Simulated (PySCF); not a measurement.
**Vertical ionisation of several complexes**

Computed with PySCF 2.14.0, B3LYP, def2-SVP on the ligands and scalar-relativistic core potentials on the metal (def2; Stuttgart 1997 for actinides; CRENBL for Ra), no spin-orbit coupling, vacuum. One electron is taken off at the relaxed geometry; the lower of the one or two spin states computed is given. Charges are Mulliken's.

The compounds:

```csv
compound,state,point group,M–first ligand (Å)
[Pb(CN)3]−,singlet,C3v,2.370
[AuI2]−,singlet,D∞h,2.649
[WO2F2]−,doublet,C2v,1.745
[ReO3F2]−,singlet,Cs,1.725
```

Problem. Order them by vertical ionisation energy, lowest first.
A. [AuI2]−
B. [WO2F2]−
C. [Pb(CN)3]−
D. [ReO3F2]−

Solution. B (2.60 eV), A (4.15 eV), C (5.71 eV), D (5.94 eV).

Problem. What are the other results?

Solution. 
```
  compound  ionisation energy (eV)  −ε(HOMO) (eV)  state after  change of charge on M (e)  spin on M after (e)
[Pb(CN)3]−                    5.71           3.67      doublet                       0.39                 0.33
   [AuI2]−                    4.15           2.15      doublet                       0.19                 0.11
  [WO2F2]−                    2.60           0.06      singlet                       0.50                 0.00
 [ReO3F2]−                    5.94           3.49      doublet                       0.20                -0.29
```

One start shape was tried for each compound. Distances are means of the shortest metal–ligand contacts. Open shells may have lower solutions than those found. Not shown here to be minima: [Pb(CN)3]−. Where the spin on M lies well between 0 and 1 the hole is shared, which such functionals overdo.
